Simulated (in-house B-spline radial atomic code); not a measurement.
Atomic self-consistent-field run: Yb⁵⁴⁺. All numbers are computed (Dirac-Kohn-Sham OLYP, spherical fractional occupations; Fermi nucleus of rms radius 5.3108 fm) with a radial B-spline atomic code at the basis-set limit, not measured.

Command:
```bash
python run_scf.py task.json out
```
Settings (nuclear radius in fm, mass in u):
```
Z                70
configuration    [Ne] 3s2 3p4
hamiltonian      dirac
method           optx,lyp
spin_polarised   False
nucleus          fermi
rms_radius       5.3108
atomic_mass      173.93887
speed_of_light   137.035999084
```

Output (hartree, bohr):
```
 radial grid: 54 intervals, B-splines of order 8, outer radius 1.2614 bohr

 iter        energy (Eh)    residual
    1      -11012.029764    1.25e+01
    2      -11058.621126    7.55e-01
    3      -11058.717258    5.93e-01
    4      -11058.776625    4.66e-01
    5      -11058.813271    3.66e-01
    6      -11058.835804    2.87e-01
    7      -11058.849040    2.26e-01
    8      -11059.559887    2.01e-01
    9      -11058.864006    1.34e-01
   10      -11058.866467    1.06e-01
   11      -11058.867433    8.33e-02
   12      -11058.868621    6.54e-02
   13      -11058.869374    5.15e-02
   14      -11058.869887    4.03e-02
   15      -11058.873792    3.26e-02
   40      -11058.872386    6.24e-04
   41      -11058.872379    4.39e-04
   42      -11058.872380    4.59e-04
   43      -11058.872381    4.61e-04
   44      -11058.872380    4.87e-04
   45      -11058.872380    5.15e-04
   46      -11058.872380    4.68e-04
   47      -11058.872380    5.10e-04
   48      -11058.872380    6.00e-04
   49      -11058.872380    1.29e-04
   50      -11058.872380    2.77e-05
   51      -11058.872380    1.90e-05
   52      -11058.872380    1.96e-05
   53      -11058.872380    7.87e-07
   54      -11058.872380    4.59e-07

 total energy                    -11058.87238
 kinetic                           12551.8551
 electron-nucleus                 -24662.7507
 Hartree                            1209.1419
 exchange-correlation               -157.1186

 first-order corrections (not in the total)
   Gaunt                            13.3671
   retardation                      -1.2672
   frequency dependence             -0.2298
   self-energy                      11.2958
   Uehling                          -2.0039
   Wichmann-Kroll                    0.0730
   recoil                            0.0255

 orbital      occ     eigenvalue          <r>       <r^2>       <1/r>       <r^4>       r_max    small
 1s1/2      2.000     -2393.7530    0.0196609 0.000529854      80.615 7.55124e-07     0.01237  6.90e-02
 2s1/2      2.000      -521.9254    0.0818248  0.00795642     19.6978 0.000109074      0.0704  1.58e-02
 2p1/2      2.000      -506.0978    0.0679137  0.00570578     19.6167 6.59151e-05     0.05267  1.58e-02
 2p3/2      4.000      -466.7699    0.0751481  0.00685027     16.8708 9.07407e-05     0.05897  1.45e-02
 3s1/2      2.000      -206.3579      0.19946   0.0454596     7.87772  0.00303506      0.1898  6.07e-03
 3p1/2      1.333      -200.4150     0.187851    0.040955     7.80077  0.00256765      0.1769  6.00e-03
 3p3/2      2.667      -190.2493     0.198746   0.0456579     7.06771  0.00315761      0.1881  5.66e-03
```

Time taken, with all properties: 2.2 s on 1 thread of Intel(R) Xeon(R) Platinum 8488C, with other jobs on the host.

For the Dirac Hamiltonian the kinetic term is c α·p + (β - 1)c².
